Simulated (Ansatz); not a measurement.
Process, species as SMILES: F[Si](F)(Br)Br [dibromo(difluoro)silane] -> F[Si](F)Br + Br atom (the Br-Si bond at the site shown breaks; other sites are not compared here)
Each molecule is optimised on its own at B3LYP-D3(BJ)/def2-TZVP (Ansatz, a first-principles code).

Quantity: bond dissociation energy (electronic energy difference), in kcal/mol. Cores are frozen in the correlated levels unless marked. UHF or UKS for open shells. No spin-orbit coupling. Frozen are the shells of the preceding noble gas and the d and f shells that filled before the atom's block. Non-relativistic. Basis-set limits of correlation are two-point, X^-3; Hartree-Fock from the larger set.

CCSD(T)/CBS(def2-TZVPP,def2-QZVPP) (Ansatz) gives 101.3 kcal/mol.

Problem. Another calculation gave 110.9 kcal/mol. Which level was it?
A) SVWN5/def2-TZVPD (Ansatz)
B) PBE-QIDH/def2-TZVPD (Ansatz)
C) B3LYP/def2-TZVPD (Ansatz)
D) BLYP/def2-TZVPD (Ansatz)

Solution. A, SVWN5/def2-TZVPD (Ansatz). The others give 91.4 (B3LYP), 88.1 (BLYP), 99.7 (PBE-QIDH) kcal/mol.
